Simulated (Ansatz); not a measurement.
Job for Ansatz (a first-principles code): R-PBE/def2-TZVPP on BaF2 (SMILES [F][Ba][F]), atoms moved off the minimum. Elements past Kr take the def2 small-core potentials; no spin–orbit coupling.

Ansatz 0.2 input:
```yaml
crystal:
  periodic: [false, false, false]
  atoms:
    - {symbol: Ba, position_ang: [0.41111554, 0.07709537, -0.06070838]}
    - {symbol: F, position_ang: [-1.15090553, 1.37494277, -1.19746664]}
    - {symbol: F, position_ang: [-0.48958200, -1.42185810, 1.30517039]}
basis:
  gaussian:
    orbitals: def2-TZVPP
hamiltonian:
  xc: {name: PBE}
scf: {lower_state_search: off}
output: {forces: true}
```

Task: Give the final energy of this run.

Result: -225.2584 hartree.
